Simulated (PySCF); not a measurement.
Species: C₅H₅OP.
Z-matrix (Å and degrees, GFN2-xTB geometry), rows numbered from 1:
```
C 
P   1  1.6661
C   2  1.8038  1  101.56
C   3  1.3746  2  128.59  1  -179.82
C   4  1.4101  3  106.33  2  -179.96
C   5  1.3629  4  105.77  3     0.01
O   6  1.3377  5  111.00  4    -0.01
H   1  1.0764  2  123.85  3    -0.01
H   1  1.0766  2  119.22  3  -180.00
H   4  1.0711  3  126.14  2     0.08
H   5  1.0709  4  127.31  3   179.99
H   6  1.0727  5  131.83  4  -179.99
```

NICS is the negative of the GIAO shielding at a point without a nucleus: at the ring centre (0) and 1 Å above and below it (1); zz is the component along the ring normal. Level: GIAO PBE0/pcSseg-1 (PySCF, non-relativistic, gas phase) on the GFN2-xTB geometry, one conformer.

Ring bond lengths (Å), with Mayer bond orders in brackets: C3–C4 1.375 (1.51), C4–C5 1.410 (1.29), C5–C6 1.363 (1.58), C6–O7 1.338 (1.10), O7–C3 1.352 (1.03).

Question: What do the NICS probes read (ppm)?

Answer: 
```csv
ring,type,NICS(0),"NICS(1), two faces","NICS(1)zz, two faces",rms pucker (Å),"centre to ring atoms, mean (Å)"
C3–C4–C5–C6–O7,5-membered ring with O; formal bonds all aromatic,-10.4,-9.9 / -9.9,-24.9 / -24.9,0.00,1.16
```

Question: What can be read from them?

Answer: 
- C3–C4–C5–C6–O7: mean NICS(1)zz -24.9 ppm, shielded. For a flat ring without four-coordinate atoms the NICS criterion counts such a value as aromatic.

Question: How equal are the bonds by HOMA? HOMA = 1 − mean of α(R − Ropt)² over the ring bonds, with Krygowski's 1993 parameters (CC: Ropt 1.388 Å, α 257.7 Å⁻²; CO: Ropt 1.265 Å, α 157.38 Å⁻²).

Answer: 
- C3–C4–C5–C6–O7: HOMA 0.53; the largest term is that of O7–C3, α(R − Ropt)² = 1.20.

Question: What field does 9.4 T along the ring normal induce along that normal at the second NICS(1) probe listed for ring C3–C4–C5–C6–O7, 1 Å off the ring?

Answer: NICSzz × B0 = -24.9 ppm × 9.4 T = -234 μT, against the applied field.

Question: List the ring angles and the Hirshfeld charges of the ring atoms.

Answer: 
- C3–C4–C5–C6–O7: C3 109.6° (-0.013 e), C4 106.3° (-0.079 e), C5 105.8° (-0.086 e), C6 111.0° (+0.020 e), O7 107.3° (-0.046 e); sum 540.0° against 540° for a flat convex ring.
